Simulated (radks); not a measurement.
Question: The mean radii <r> (bohr) of the occupied orbitals of an atom or ion are listed with their occupations. All-electron calculation, scalar-relativistic Kohn-Sham, LDA (Slater exchange, VWN5 correlation), spin-polarised, spherical densities, finite nucleus; Fermi nuclear charge, rms radius of each element as measured or else 0.836 A^(1/3) + 0.57 fm. Program: a radial shooting solver on a logarithmic mesh with Libxc functionals.

| orbital | occ. | <r> |
|---|---|---|
| 1s up | 1 | 0.03037 |
| 1s down | 1 | 0.03036 |
| 2s up | 1 | 0.1272 |
| 2s down | 1 | 0.1275 |
| 2p up | 3 | 0.1100 |
| 2p down | 1 | 0.1103 |

Name the element and its charge. Open shells, if any, are filled with parallel spins first.

Answer: Z = 48, cadmium, charge +40: Cd40+ in [He] 2s2 2p4. The 1s radius gives Z: for a bare nucleus <r> = (2 gamma + 1)/(2Z) with gamma = sqrt(1 - (Z/c)^2), 0.02993 bohr for Z = 48, and screening makes it slightly larger (0.03037 here). The occupations add up to 8, and the charge is Z minus that.
